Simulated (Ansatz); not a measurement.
Input file for CH₉BSSi₂, SMILES `BCS[SiH2][SiH3]`:

```yaml
crystal:
  periodic: [false, false, false]
  atoms:
    - {symbol: B, position_ang: [-1.667749, 2.149589, 1.216117]}
    - {symbol: C, position_ang: [-1.105477, 0.897358, 0.490515]}
    - {symbol: S, position_ang: [-0.281077, -0.302059, 1.579327]}
    - {symbol: Si, position_ang: [0.330158, -1.754128, 0.141091]}
    - {symbol: Si, position_ang: [1.925713, -0.870811, -1.328515]}
    - {symbol: H, position_ang: [-1.499134, 2.348229, 2.381951]}
    - {symbol: H, position_ang: [-2.278041, 2.944339, 0.561164]}
    - {symbol: H, position_ang: [-0.410558, 1.268601, -0.277091]}
    - {symbol: H, position_ang: [-1.915002, 0.415896, -0.072882]}
    - {symbol: H, position_ang: [-0.848945, -2.248025, -0.627586]}
    - {symbol: H, position_ang: [0.909856, -2.880648, 0.919083]}
    - {symbol: H, position_ang: [1.416583, 0.389105, -1.938619]}
    - {symbol: H, position_ang: [3.176813, -0.561581, -0.587159]}
    - {symbol: H, position_ang: [2.234060, -1.825063, -2.428791]}
basis:
  gaussian: {orbitals: def2-SVP}
correlation: {method: ccsd_t}
```

```sh
$ ansatz run in.yaml --threads 4 --pin off --events-out ev --progress --plain --max-ram 10444MiB
```

The program prints (abridged):

```
Functional definition: HF
  name "HF"
  cite "Fock, Z. Phys. 61, 126 (1930) doi:10.1007/BF01340294"
  parent pbe
  exchange = exact_x
  correlation = 0
1248 factors; integrals over basis functions are off by at most 1.2e-3 eV
mean field evaluation 1: about -28374.3741 eV, gradient 2.2e1 eV
mean field evaluation 2: about -28374.4304 eV, gradient 2.2e1 eV
mean field evaluation 4: about -28376.6266 eV, gradient 3.0e0 eV
mean field evaluation 8: about -28376.6615 eV, gradient 1.5e-1 eV
mean field evaluation 16: about -28376.6000 eV, gradient 4.4e-1 eV
mean field -28376.66166761 eV, -1042.8230818924 hartree, gradient 5.1e-6 eV, S^2 0.000000; 0 other end points of the search recorded, 0 dependent functions left out
17 core orbitals not correlated: weight in the atoms' cores, before any rotation towards them, 1.000 or more for the frozen orbitals, at most 0.000 for the correlated occupied ones
reference -28376.66166761 eV, -1042.8230818924 hartree; 15, 15 occupied and 95, 95 virtual orbitals, 1248 factors
second order -15.13364077 eV of doubles, -0.00000000 eV of singles
cycle   1  -16.74807999 eV  change    -1.6e0 eV  update   1.0e-1
cycle   2  -17.35818837 eV  change   -6.1e-1 eV  update   3.1e-2
cycle   3  -17.41491941 eV  change   -5.7e-2 eV  update   1.0e-2
cycle   4  -17.41087612 eV  change    4.0e-3 eV  update   3.1e-3
cycle   5  -17.40997909 eV  change    9.0e-4 eV  update   1.0e-3
cycle   6  -17.40965657 eV  change    3.2e-4 eV  update   3.5e-4
cycle   7  -17.40959685 eV  change    6.0e-5 eV  update   1.3e-4
cycle   8  -17.40962259 eV  change   -2.6e-5 eV  update   6.1e-5
cycle   9  -17.40962488 eV  change   -2.3e-6 eV  update   2.5e-5
perturbative correction -0.50859197 eV, -0.0186904101 hartree
Total energy: -28394.57988445 eV, -1043.4815642160 hartree
```

Hardware: 4 threads of an Arm Neoverse V1 on a shared host. Wall time 8 s, peak host memory 0.68 GiB.

The correlation energy is -17.918 eV, 2.8 % of it from (T); the T1 diagnostic reads 0.0110.
